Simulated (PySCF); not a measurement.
PySCF input (M06-2X/6-31G* with LANL2DZ past Ar (5d)):

```python
from pyscf import gto, dft

mol = gto.M(
    atom='''
    Sn   -0.00000000   -0.00000000   -0.25264832
    O     0.00000000    0.00000000    1.57905201
    ''',
    basis={'default': '6-31g*', 'Sn': 'lanl2dz'},
    ecp={'Sn': 'lanl2dz'},
    charge=1,
    spin=1,
    symmetry='C2v',
    verbose=4,
)

mf = dft.UKS(mol, xc='m062x')
mf.grids.level = 4
mf.conv_tol = 1e-9
mf.max_cycle = 100
mf.max_memory = 1500
mf.kernel()
if not mf.converged:
    mf = mf.newton()
    mf.kernel(mf.make_rdm1())
mf.dip_moment()
```

### Question
Predict the final energy.

### Answer
-78.15957 Eh.
